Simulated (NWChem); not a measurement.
# Basis-set convergence for H$_{3}$AlO$_{3}$

SMILES: [OH][Al]([OH])[OH]
```xyz
7

Al     0.0000     0.0000     0.0000
O      1.4684     0.8540     0.0000
H      1.5295     1.8132     0.0000
O     -1.4737     0.8447     0.0000
H     -2.3350     0.4182     0.0000
O      0.0052    -1.6986     0.0000
H      0.8052    -2.2315     0.0000
```
Charge 0, spin multiplicity 1.

The numbers come from NWChem runs, not from measurements. All single points use one geometry, from B3LYP/def2-SVP, a minimum by its harmonic frequencies. It is one conformer; others weren't searched.

Quantity: LUMO energy at the level B3LYP.

B3LYP has NWChem's definition, with VWN1-RPA local correlation. The Pople sets run with spherical d functions. The structure started from a generated list of species.

```csv
basis,functions,LUMO energy (eV)
STO-3G,27,5.82
pcseg-1,75,-0.75
def2-SVP,75,-0.49
6-31+G*,82,[?]
6-311G**,98,[?]
6-311++G**,117,-1.27
aug-pcseg-1,123,-1.29
pcseg-2,166,-0.95
def2-TZVPP,177,-0.83
def2-TZVPD,190,[?]
```

**Question.** Some entries are withheld; supply them.

**Answer.** 
- 6-31+G*, LUMO energy (eV): -1.21
- 6-311G**, LUMO energy (eV): -0.57
- def2-TZVPD, LUMO energy (eV): -1.25
